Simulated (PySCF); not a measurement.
This PySCF input asks for the NMR shieldings of `C=CC[P@@+](C)([AlH3-])P`, C4H13AlP2; the geometry comes from GFN2-xTB.

```python
import basis_set_exchange as bse
import numpy as np
from pyscf import gto, dft
from pyscf.prop import nmr

atoms = """
C     2.352471    0.088144    0.676430
C     1.781141   -1.089403    0.844190
C     0.302156   -1.297641    0.953017
P    -0.633538   -0.040714   -0.042141
C    -2.365816   -0.482403    0.387016
Al   -0.126818    2.348315   -0.515767
P    -0.484867   -0.892389   -2.021197
H     3.421749    0.198661    0.620843
H     1.767232    1.000643    0.597813
H     2.385018   -1.984796    0.930227
H    -0.014165   -1.187975    1.996882
H     0.022323   -2.302845    0.620987
H    -2.566969   -1.533623    0.182424
H    -2.541530   -0.269291    1.440693
H    -3.032226    0.139637   -0.209702
H     1.061240    2.151263   -1.531001
H    -1.555715    2.555432   -1.161361
H     0.171360    2.887344    0.923662
H     0.877771   -0.607742   -2.090900
H    -0.825964    0.330064   -2.605148
"""
names = dict.fromkeys(["C", "P", "Al", "H"], "pcSseg-1")
basis = {el: gto.basis.parse(bse.get_basis(n, elements=[el], fmt="nwchem")) for el, n in names.items()}
mol = gto.M(atom=atoms, basis=basis, charge=0, verbose=0)
mf = dft.RKS(mol, xc="PBE0")
mf.grids.level = 2
mf.grids.alignment = dft.numint.BLKSIZE   # the property module wants whole blocks of grid points
mf.conv_tol = 1e-9
mf.kernel()

calc = nmr.RKS(mf)   # GIAO
C = mf.mo_coeff
Co = C[:, mf.mo_occ > 0]
resp = mf.gen_response(singlet=True, hermi=2)
def vind(x):   # induced exchange potential for any number of trial vectors
    d = np.einsum("pi,xij,qj->xpq", C, 2 * x.reshape(-1, C.shape[1], Co.shape[1]), Co, optimize=True)
    return np.einsum("xpq,pi,qj->xij", resp(d - d.transpose(0, 2, 1)), C, Co, optimize=True).ravel()
mo1, _ = nmr.rhf.solve_mo1(calc, with_cphf=vind)
sigma = calc.kernel(mo1)
for i, s in enumerate(sigma):   # ppm
    w = np.linalg.eigvalsh((s + s.T) / 2)
    print("%2d %-2s iso %8.1f  s11 %8.1f  s22 %8.1f  s33 %8.1f" % (i, mol.atom_pure_symbol(i), w.mean(), *w))
```

**Question.** What are the results?

**Answer.** 
```
 0 C  iso     54.4  s11    -64.8  s22     63.8  s33    164.0
 1 C  iso     51.6  s11    -65.6  s22     60.8  s33    159.6
 2 C  iso    153.2  s11    133.9  s22    152.2  s33    173.7
 3 P  iso    401.6  s11    354.4  s22    370.5  s33    479.8
 4 C  iso    173.5  s11    164.9  s22    167.2  s33    188.4
 5 Al iso    430.5  s11    418.7  s22    424.3  s33    448.4
 6 P  iso    515.1  s11    461.8  s22    501.9  s33    581.5
 7 H  iso     25.9  s11     23.3  s22     25.4  s33     28.9
 8 H  iso     24.9  s11     20.4  s22     25.1  s33     29.2
 9 H  iso     25.6  s11     22.8  s22     26.6  s33     27.4
10 H  iso     28.8  s11     24.2  s22     27.4  s33     34.9
11 H  iso     29.4  s11     24.9  s22     28.5  s33     34.7
12 H  iso     30.4  s11     25.7  s22     28.3  s33     37.2
13 H  iso     30.2  s11     25.3  s22     27.2  s33     38.1
14 H  iso     30.3  s11     25.2  s22     27.8  s33     37.8
15 H  iso     27.6  s11     24.5  s22     27.3  s33     30.9
16 H  iso     27.6  s11     24.2  s22     27.0  s33     31.8
17 H  iso     27.4  s11     24.0  s22     25.8  s33     32.4
18 H  iso     28.8  s11     23.7  s22     27.8  s33     34.8
19 H  iso     28.8  s11     22.8  s22     27.7  s33     35.9
```

These numbers come from an equivalent density-fitted implementation of the same equations, which agrees with the script to about 0.01 ppm for H and up to a few tenths of a ppm for heavy atoms, so last digits may differ.

Size and cost of the density-fitted run: 205 basis functions, 49 s wall time on 1 thread of an Arm Neoverse V1, shared host; peak memory 0.93 GiB.
